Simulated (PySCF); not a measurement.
## Two-photon absorption: 4-ethynylpyridine, C7H5N

Geometry:
```
atom   x (Å)   y (Å)   z (Å)
  C1   3.153  -0.258  -0.063
  C2   1.944  -0.165  -0.051
  C3   0.520  -0.056  -0.037
  C4  -0.114   1.175  -0.262
  C5  -1.505   1.222  -0.236
  N6  -2.278   0.163  -0.010
  C7  -1.675  -1.004   0.203
  C8  -0.293  -1.174   0.202
  H9   4.224  -0.341  -0.073
 H10   0.474   2.074  -0.452
 H11  -2.020   2.174  -0.409
 H12  -2.328  -1.865   0.387
 H13   0.152  -2.154   0.382
```

Computed with TDDFT CAM-B3LYP/aug-cc-pVDZ excited states, vertical, gas phase (PySCF). Geometry: PBE0-D3(BJ)/def2-SVP.

(1) How strongly do the lowest singlets absorb one photon, and two photons of half the energy?

Answers

(1) δ for parallel linear polarisation; σ at the peak of a Lorentzian of half width 0.1 eV, single beam; Ω is circular over linear.
```csv
state,E (eV),f,photon λ (nm),δ (au),σ (GM),Ω,main
S1,4.78,0.003,519,2.45,0.02,1.50,HOMO−2→LUMO 0.93
S2,5.21,0.042,476,27.8,0.28,1.50,"HOMO−1→LUMO 0.74, HOMO→LUMO+2 0.21"
S3,5.36,0.254,462,51.4,0.54,0.91,HOMO→LUMO 0.86
S4,5.38,0.000,461,0.46,0.01,1.50,HOMO−3→LUMO 0.89
S5,5.43,0.000,456,<0.1,0.00,–,HOMO−2→LUMO+2 0.96
S6,6.36,0.000,390,1.93,0.03,1.50,"HOMO→LUMO+7 0.63, HOMO→LUMO+6 0.10"
```

Among these, the strongest one-photon state is S3, the strongest two-photon state S3, with a dipole change of 1.6 D (relaxed, norm of the difference vector).
